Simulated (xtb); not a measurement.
xtb input (GFN1-xTB):

```bash
xtb mol.xyz --gfn 1 --sp --chrg -1 --uhf 0
```
mol.xyz:
```
12

Si    -0.03964607     0.08191686     0.20429605
C      1.51526067    -0.98676075    -0.14678746
C     -1.42594753    -0.78945211    -0.79667888
O     -0.35414280     0.33584947     1.70470583
O      0.25610944     1.50488618    -0.70218520
H      1.40940040    -1.98078704     0.29945910
H      2.39591826    -0.51552559     0.30016025
H      1.71284377    -1.12271885    -1.21787724
H     -1.17146834    -0.92922705    -1.85519687
H     -2.34493202    -0.19748938    -0.74738134
H     -1.64464328    -1.77590892    -0.37536452
H      0.44631419     1.30621262    -1.62331103
```

End of the output:

```
         :::::::::::::::::::::::::::::::::::::::::::::::::::::
         ::                     SUMMARY                     ::
         :::::::::::::::::::::::::::::::::::::::::::::::::::::
         :: total energy             -19.638551447853 Eh    ::
         :: gradient norm              0.045349629784 Eh/a0 ::
         :: HOMO-LUMO gap              7.027332469510 eV    ::
         ::.................................................::
         :: SCC energy               -19.806393965923 Eh    ::
         :: -> electrostatic           0.221554324315 Eh    ::
         :: repulsion energy           0.171733687053 Eh    ::
         :: dispersion energy         -0.003891168983 Eh    ::
         :: halogen bond corr.         0.000000000000 Eh    ::
         :: add. restraining           0.000000000000 Eh    ::
         :: total charge              -1.000000000000 e     ::
         :::::::::::::::::::::::::::::::::::::::::::::::::::::

           -------------------------------------------------
          |                Property Printout                |
           -------------------------------------------------

    * Orbital Energies and Occupations

         #    Occupation            Energy/Eh            Energy/eV
      -------------------------------------------------------------
         1        2.0000           -0.5507499             -14.9867
       ...           ...                  ...                  ...
         4        2.0000           -0.4198646             -11.4251
         5        2.0000           -0.4015248             -10.9260
         6        2.0000           -0.3445108              -9.3746
         7        2.0000           -0.3252413              -8.8503
         8        2.0000           -0.3238518              -8.8125
         9        2.0000           -0.3209305              -8.7330
        10        2.0000           -0.3161409              -8.6026
        11        2.0000           -0.3044548              -8.2846
        12        2.0000           -0.2862315              -7.7888
        13        2.0000           -0.2630724              -7.1586
        14        2.0000           -0.2562654              -6.9733
        15        2.0000           -0.2395045              -6.5172
        16        2.0000           -0.2144687              -5.8360 (HOMO)
Note: The following floating-point exceptions are signalling: IEEE_DENORMAL
normal termination of xtb
        17                          0.0437810               1.1913 (LUMO)
        18                          0.0617886               1.6814
        19                          0.0624714               1.6999
        20                          0.0967924               2.6339
        21                          0.1159308               3.1546
        22                          0.1289000               3.5075
        23                          0.1302861               3.5453
        24                          0.1938699               5.2755
        25                          0.2103245               5.7232
        26                          0.2291189               6.2346
        27                          0.3452548               9.3949
       ...                                ...                  ...
        39                          1.5941868              43.3800
      -------------------------------------------------------------
                  HL-Gap            0.2582497 Eh            7.0273 eV
             Fermi-level           -0.0853439 Eh           -2.3223 eV

  Mulliken/CM5 charges         n(s)   n(p)   n(d)
     1Si    0.34022  0.23183   0.951  1.652  1.057
     2C    -0.18733 -0.29660   1.001  3.187  0.000
     3C    -0.18733 -0.29660   1.001  3.187  0.000
     4O    -0.60986 -0.61599   1.690  4.920  0.000
     5O    -0.57894 -0.75203   1.674  4.905  0.000
     6H    -0.00970  0.04459   1.010  0.000  0.000
     7H    -0.00258  0.05251   1.003  0.000  0.000
     8H    -0.02509  0.02873   1.025  0.000  0.000
     9H    -0.02509  0.02873   1.025  0.000  0.000
    10H    -0.00258  0.05251   1.003  0.000  0.000
    11H    -0.00970  0.04459   1.010  0.000  0.000
    12H     0.29798  0.47771   0.702  0.000  0.000

Wiberg/Mayer (AO) data.
largest (>0.10) Wiberg bond orders for each atom

 ---------------------------------------------------------------------------
     #   Z sym  total        # sym  WBO       # sym  WBO       # sym  WBO
 ---------------------------------------------------------------------------
     1  14 Si   5.180 --     4 O    2.049     5 O    1.142     3 C    0.921
                             2 C    0.921
     2   6 C    3.909 --     8 H    0.975     6 H    0.972     7 H    0.968
                             1 Si   0.921
     3   6 C    3.909 --     9 H    0.975    11 H    0.972    10 H    0.968
                             1 Si   0.921
     4   8 O    2.143 --     1 Si   2.049
     5   8 O    2.093 --     1 Si   1.142    12 H    0.888
     6   1 H    1.009 --     2 C    0.972
     7   1 H    1.009 --     2 C    0.968
     8   1 H    1.008 --     2 C    0.975
     9   1 H    1.008 --     3 C    0.975
    10   1 H    1.009 --     3 C    0.968
    11   1 H    1.009 --     3 C    0.972
    12   1 H    0.926 --     5 O    0.888
 ---------------------------------------------------------------------------

Topologies differ in total number of bonds
Writing topology from bond orders to xtbtopo.mol

 dipole moment from electron density (au)
     X       Y       Z
   0.5214  -0.9097  -2.6361  total (Debye):    7.211

           -------------------------------------------------
          | TOTAL ENERGY              -19.638551447853 Eh   |
          | GRADIENT NORM               0.045349629784 Eh/α |
          | HOMO-LUMO GAP               7.027332469510 eV   |
           -------------------------------------------------

------------------------------------------------------------------------
------------------------------------------------------------------------
 total:
 SCF:
```

It need not be the lowest isomer of its formula. Whether it binds its extra electron was not tested at this geometry.
